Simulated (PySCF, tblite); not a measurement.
Isomers of C7H10O2Si, one GFN2-xTB conformer each. Single-point energies are computed at PBE0/pcSseg-1 (PySCF, gas phase, no added dispersion term), electronic only.

Question: Rank them by PBE0/pcSseg-1 energy, lowest first (kJ/mol).
A. `[CH:1]#[C:2][Si@:3]1([CH3:4])[CH2:5][C@@H:6]([C:7](=[O:8])[OH:9])[CH2:10]1` with C5–C6–C7–O8 74°, C6–C7–O9–H 178°, C2–Si3–C5–C6 -101°, Si3–C5–C6–C7 -132°, C5–C6–C10–Si3 11°, C2–Si3–C10–C6 99°
B. `[CH3:1][O:2][c:3]1[cH:4][cH:5][c:6]([O:7][SiH3:8])[cH:9][cH:10]1` with C1–O2–C3–C4 180°, C5–C6–O7–Si8 0°

Answer: B (0.0), A (94.2).

As drawn, the lower has an aromatic ring and an Si–O bond, which the higher lacks; the higher has a four-membered ring, a C=O bond and a C≡C bond, which the lower lacks. GFN2-xTB itself gives, in the same order: 0.0, 392.3. Both levels put the same isomer lowest.

Q: Which frontier levels, dipoles and rotational constants go with these structures?

A: 
| SMILES | HOMO (eV, PBE0/pcSseg-1) | LUMO (eV) | dipole (D) | A, B, C (MHz) |
| --- | --- | --- | --- | --- |
| COc1ccc(O[SiH3])cc1 | -6.03 | -0.26 | 0.82 | 4509, 500.9, 454.5 |
| C#C[Si@]1(C)C[C@@H](C(=O)O)C1 | -7.76 | -0.36 | 1.35 | 2251, 633.1, 549.0 |

Q: What happens when harmonic zero-point energies from GFN2-xTB frequencies are added?

A: 
```csv
SMILES,ZPE (kJ/mol),electronic (kJ/mol),with ZPE (kJ/mol)
COc1ccc(O[SiH3])cc1,386.7,0.0,0.0
C#C[Si@]1(C)C[C@@H](C(=O)O)C1,397.2,94.2,104.7
```

The zero-point energies span 10.5 kJ/mol. The order is unchanged.
